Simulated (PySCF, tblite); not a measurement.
Calculations on `C=[C](C=O)[Ge@@H]([CH3])[Cl]`, in the order of a workflow; each names the level of the geometry that it ran on. Settings lines and outputs come from a driver script.

Species: C4H7ClGeO.
SMILES with atom numbers: `[CH2:1]=[C:2]([CH:3]=[O:4])[Ge@@H:5]([CH3:6])[Cl:7]` (hydrogens: H8, H9 on C1; H10 on C3; H11 on Ge5; H12, H13, H14 on C6)

Step 1: GFN2-xTB geometry optimisation, gas phase (tblite 0.8.0) (from a force-field or distance-geometry start)
```json
{"job": {"kind": "relax", "xc": "GFN2-xTB", "basis": "xTB"}, "charge": 0, "multiplicity": 1}
```
```
step      E/eV     max force
  0    -616.25888    3.961
  1    -616.38435    4.292
  2    -616.50390    0.578
...
 89    -616.66690    0.021
 90    -616.66697    0.025
 91    -616.66702    0.017
 92    -616.66705    0.010
 93    -616.66706    0.009
```

Energy lowered by 9.4 kcal/mol over 93 steps; largest atomic force 0.009 eV/Å at the end. «max force» is the largest atomic force in eV/Å.

Hardware: one thread, Arm Neoverse V2 (aarch64), shared host with 96 logical CPUs at a one-minute load of 79. Cost: 0.58 s wall.

Step 2: GFN2-xTB harmonic vibrations, gas phase (tblite 0.8.0) (on the GFN2-xTB geometry)
```json
{"job": {"kind": "ir", "xc": "GFN2-xTB", "basis": "xTB"}, "charge": 0, "multiplicity": 1}
```
```
(table of modes left out)
```

36 modes from 37 to 3096 cm⁻¹ (unscaled, harmonic); zero-point energy 58.6 kcal/mol; all wavenumbers are real at this level.

Hardware: one thread of an Arm Neoverse V2, shared host with 96 logical CPUs at a one-minute load of 79. Cost: 0.44 s wall.

Step 3: TDDFT PBE0/def2-SVPD, vertical, gas phase, core orbitals frozen in the response (PySCF 2.14.0, density-fitted response routines) (on the GFN2-xTB geometry)
```json
{"job": {"kind": "uv", "xc": "PBE0", "basis": "def2-SVPD", "nstates": 8, "ntriplets": 3}, "charge": 0, "multiplicity": 1}
```
```
...
Static polarisability (au): isotropic 94.370, principal 74.025 100.249 108.835
Singlet excitations
state   eV       nm        f      main configurations
  1   3.7134    333.9   0.00071   H->L 0.94
  2   5.1699    239.8   0.00283   H-2->L 0.42, H-3->L 0.29, H-1->L 0.15
  3   5.3706    230.9   0.01715   H-1->L 0.73, H-3->L 0.24
  4   6.1372    202.0   0.21798   H-2->L 0.50, H-3->L 0.32, H-1->L 0.09
  5   6.3324    195.8   0.00538   H-4->L 0.82, H-3->L 0.10
  6   6.6643    186.0   0.00021   H->L+1 0.70, H->L+2 0.13
  7   6.9325    178.8   0.03679   H-5->L 0.92
  8   7.0882    174.9   0.00004   H-6->L 0.98
Triplet excitations (Tamm-Dancoff, eV): 3.1893 3.5974 4.9108
```

HOMO -7.91 eV, LUMO -2.26 eV; lowest singlet 3.71 eV; lowest triplet 3.19 eV (Tamm–Dancoff); mean polarisability 94.4 au.

The run took 56 s wall on an Arm Neoverse V2 with one thread, no GPU, shared host, and the process peaked at 1.0 GiB of memory.

Geometry of the electronic-property runs (GFN2-xTB):
```
atom  x, y, z in Å
C1    -1.838   -1.156   -0.383
C2    -1.021   -0.107   -0.368
C3    -1.490    1.247   -0.111
O4    -0.724    2.176   -0.025
Ge5    0.958   -0.127   -0.611
C6     1.935    0.225    1.074
Cl7    1.423   -2.094   -1.259
H8    -1.464   -2.151   -0.567
H9    -2.901   -1.059   -0.211
H10   -2.581    1.385    0.004
H11    1.347    0.798   -1.748
H12    3.001    0.071    0.933
H13    1.765    1.246    1.400
H14    1.589   -0.454    1.850
```

 (This holds for the electronic-property runs.)

One conformer stands for the species.
